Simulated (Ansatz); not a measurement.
Input:

```yaml
crystal:
  periodic: [false, false, false]
  atoms:
    - { symbol: Si, position_ang: [0.192431, 0.0265, -0.014952] }
    - { symbol: H, position_ang: [0.231625, -0.1552, 1.435583] }
    - { symbol: F, position_ang: [1.704696, 0.049703, -0.610778] }
    - { symbol: F, position_ang: [-0.493714, 1.440695, -0.440063] }
    - { symbol: F, position_ang: [-0.580989, -1.194084, -0.765807] }
    - { symbol: "N", position_ang: [-2.500112, -0.061216, 1.359266] }
    - { symbol: H, position_ang: [-2.550408, -0.748359, 0.606235] }
    - { symbol: H, position_ang: [-2.442154, 0.856665, 0.916851] }
    - { symbol: H, position_ang: [-1.593875, -0.214702, 1.839064] }
basis:
  gaussian: { orbitals: cc-pVDZ }
hamiltonian:
  xc: b3lyp
  dispersion: d4
relax:
  f_tol: 0.03
  max_steps: 50
```

Run as:

```bash
$ ansatz run input.yaml --threads 2 --pin off --max-ram 3072MiB --backend cpu --events-out ev --progress --plain --runs-dir out
```

Hardware: 2 threads of Arm Neoverse V1 (shared host).

Question: Roughly how long does this run take, and how much memory?

Answer: 16 s, with a peak of 0.19 GiB, for 6 ionic steps.
